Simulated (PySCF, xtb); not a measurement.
C3H6FNSi, SMILES N[C@H]([SiH2]F)C#C.

GFN2-xTB in xtb at its own geometry gives an orbital gap of 4.25 eV and a dipole moment of 1.69 D.

The structure is a stationary point at PBE-D3(BJ)/def2-SVP. The structure was generated by enumeration; whether it is a known compound was not checked. The values are those of a single conformer.

What does PBE/def2-TZVP in PySCF give? (Estimate from the structure and the level; the computed values follow.)

gap 4.45 eV (levels -5.61 and -1.16 eV), dipole 0.91 D.
